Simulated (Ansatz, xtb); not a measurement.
BF2H6NSi2: which of two isomers lies lower

We compare a, `FBN([SiH3])[SiH2]F`, a singlet, with b, `FB(F)N([SiH3])[SiH3]`, a singlet. Both are isolated molecules in the gas phase, relaxed with PBE0-D4/def2-SVP; the shapes shown needn't be the lowest conformers.

a (Å):

```xyz
12

B    -0.6579    1.7656    0.7341
F    -0.6420    2.8418    1.5351
F     2.8566    0.1531    1.6749
N     0.4600    0.9031    0.7783
Si    0.5603   -0.5536   -0.2322
Si    1.7574    1.3368    1.8831
H    -1.6184    1.5934    0.0247
H    -0.6954   -0.6217   -1.0294
H     1.7354   -0.4687   -1.1444
H     0.6837   -1.7669    0.6236
H     2.3952    2.6242    1.5137
H     1.3151    1.3072    3.2988
```

b (Å):

| atom | x (Å) | y (Å) | z (Å) |
| --- | --- | --- | --- |
| B | -0.0772 | 1.8230 | -0.3552 |
| F | 0.1030 | 3.1387 | -0.3065 |
| F | -1.3300 | 1.3802 | -0.3293 |
| N | 1.0176 | 0.9315 | -0.4298 |
| Si | 0.6630 | -0.8045 | -0.4866 |
| Si | 2.6475 | 1.6282 | -0.4561 |
| H | -0.0660 | -1.2303 | 0.7424 |
| H | 1.9670 | -1.5209 | -0.5670 |
| H | -0.1618 | -1.1309 | -1.6849 |
| H | 2.9058 | 2.4041 | 0.7907 |
| H | 2.8141 | 2.5246 | -1.6356 |
| H | 3.6121 | 0.4963 | -0.5484 |

Quicker runs give these differences E(b) − E(a): GFN2-xTB +37.99 kJ/mol; HF/STO-3G −107.13 kJ/mol (at GFN2-xTB geometries); r2SCAN-D4/def2-SVP −22.34 kJ/mol (at GFN2-xTB geometries).

Q: Estimate which is lower in electronic energy at CCSD(T)/def2-SVP + ΔMP2/def2-TZVPP, and by roughly how much.

A: CCSD(T)/def2-SVP + ΔMP2/def2-TZVPP gives E(b) − E(a) = +4.38 kJ/mol, favouring structure a, but this leans on the basis-set step: CCSD(T) alone gives −22.67 kJ/mol.

Level by level:

```
                             level          geometry  E(b) − E(a) (kJ/mol)  departure from the last row (kJ/mol)  job, with rough time for the two
                          GFN2-xTB          GFN2-xTB                  +37.99                                +33.61              optimisation, 0.56 s
                         HF/STO-3G          GFN2-xTB                 −107.13                               −111.51              single point, 0.38 s
                r2SCAN-D4/def2-SVP          GFN2-xTB                  −22.34                                −26.72               single point, 3.3 s
                  PBE0-D4/def2-SVP  PBE0-D4/def2-SVP                  −26.83                                −31.21                optimisation, 63 s
                       HF/def2-SVP  PBE0-D4/def2-SVP                  −20.95                                −25.32           part of the CCSD(T) run
                      MP2/def2-SVP  PBE0-D4/def2-SVP                  −19.82                                −24.20           part of the CCSD(T) run
                  CCSD(T)/def2-SVP  PBE0-D4/def2-SVP                  −22.67                                −27.05                      single point
CCSD(T)/def2-SVP + ΔMP2/def2-TZVPP  PBE0-D4/def2-SVP                   +4.38                                                      single point, 29 s
```

As drawn, b has 1 B–F, 1 Si–H in place of 1 F–Si, 1 B–H.

HF/STO-3G, r2SCAN-D4/def2-SVP, PBE0-D4/def2-SVP, HF/def2-SVP, MP2/def2-SVP, CCSD(T)/def2-SVP put the two in the other order. The largest departure from CCSD(T)/def2-SVP + ΔMP2/def2-TZVPP is that of HF/STO-3G, 111.51 kJ/mol. The last row adds to CCSD(T) the change of the MP2 difference between the two basis sets, here +27.05 kJ/mol, a large step that makes the value less sure.

With thermal terms from frequencies at re-optimised GFN2-xTB minima (ideal gas, soft modes damped towards free rotors, one conformer each, 298.15 K, 1 atm): on the last row, ΔE + ΔZPE = −0.09, ΔH = +0.59, ΔG = +0.29 kJ/mol.

The correlated steps freeze 14 core orbitals. Run with Ansatz 0.2.0, xtb 6.7.1; the last row on 2 threads of Intel(R) Xeon(R) 6975P-C (Granite Rapids) on a shared host.
